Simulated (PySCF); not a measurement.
Compound: ZrBr2Cl2 (singlet state).
Structure used (PBE0-D3(BJ)/def2-SVP), in Å, numbered top down from 1:
```
atom  x, y, z in Å
Zr1   -0.027    0.016   -0.013
Br2   -0.201   -0.257    2.435
Br3    2.327    0.013   -0.747
Cl4   -1.028    2.011   -0.653
Cl5   -1.072   -1.784   -1.023
```

Theory: PySCF, TDDFT wB97X-D/def2-SVPD, vertical, gas phase, core orbitals frozen in the response, def2 core potentials past Kr. Spin–orbit coupling is left out.

Transition dipole moments from the ground state, in atomic units and in the frame of the coordinates above (overall signs are arbitrary), for the states with f of 0.002 or more among the lowest 10:

| state | E (hartree) | μx | μy | μz |
| --- | --- | --- | --- | --- |
| S3 | 0.1905 | -0.191 | -0.025 | 0.247 |
| S4 | 0.1961 | -0.007 | -0.269 | -0.032 |
| S5 | 0.1993 | 0.330 | -0.028 | 0.252 |
| S6 | 0.2064 | -0.436 | -0.046 | 0.545 |
| S7 | 0.2073 | 0.076 | 0.008 | -0.095 |
| S8 | 0.2174 | -0.074 | 0.080 | -0.047 |
| S10 | 0.2187 | -0.350 | 0.018 | -0.273 |

**Question.** Work out the oscillator strengths.

**Answer.** f = (2/3) ΔE |μ|² with ΔE in hartree (27.2114 eV).

| state | \|μ\|² (au) | \|μ\| (D) | f |
| --- | --- | --- | --- |
| S3 | 0.098 | 0.80 | 0.012 |
| S4 | 0.073 | 0.69 | 0.010 |
| S5 | 0.173 | 1.06 | 0.023 |
| S6 | 0.489 | 1.78 | 0.067 |
| S7 | 0.015 | 0.31 | 0.002 |
| S8 | 0.014 | 0.30 | 0.002 |
| S10 | 0.198 | 1.13 | 0.029 |

**Question.** Which bond between heavy atoms lies closest to the direction of the S6 transition dipole?

**Answer.** Zr1–Br3 and Zr1–Br2, at 34° from it; next Zr1–Cl5 and Zr1–Cl4 at 90°.

**Question.** What angle do the transition dipoles of S6 and S10 make?

**Answer.** |cos θ| = |μa·μb| / (|μa| |μb|) = 0.01, so θ ≈ 89° (taken between 0 and 90°, since the signs are arbitrary).

**Question.** What peak molar absorption coefficient would the strongest computed level give as a lone Gaussian band 0.4 eV wide at half height?

**Answer.** ε(max) = 2.175×10⁸ f / FWHM, with the width in cm⁻¹. S6: 2.175×10⁸ × 0.0672 / 3226 ≈ 4500 L mol⁻¹ cm⁻¹.

All these states lie below the vertical ionisation energy of 11.16 eV (ΔSCF).

On one thread of an x86-64 server, no GPU, on a shared host, this took 2.5 min.
